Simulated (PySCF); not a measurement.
## From computed data to an observable: oscillator strength and radiative lifetime

BGeH₅O, SMILES B[O][GeH3].

Coordinates come from a PBE0-D3(BJ)/def2-SVP optimisation.

TDDFT-PBE/def2-SVPD run with PySCF puts the first singlet state with f over 0.02 at 5.77 eV (vertical), with the transition dipole (-0.046, 0.415, 0.000) in atomic units.

Q: Find the oscillator strength, the wavelength and the radiative lifetime that this transition would have in vacuum if emission retraced absorption.

A: 
|μ|² = 0.1743 au, so |μ| = 1.06 D. ΔE = 5.77/27.211 = 0.2120 hartree. f = (2/3) ΔE |μ|² = 0.025 (the program prints 0.025).
λ = 1239.84/5.77 = 215 nm; ν = 46538 cm⁻¹.
Einstein's coefficient A = 0.6670 ν² f s⁻¹ (ν in cm⁻¹) = 3.6e7 s⁻¹, so τ = 1/A = 28 ns. This state is S2; the lower singlet has f = 0.000. The figure is the radiative limit of this one transition; relaxation, internal conversion, crossing to triplets and a medium change what is measured.
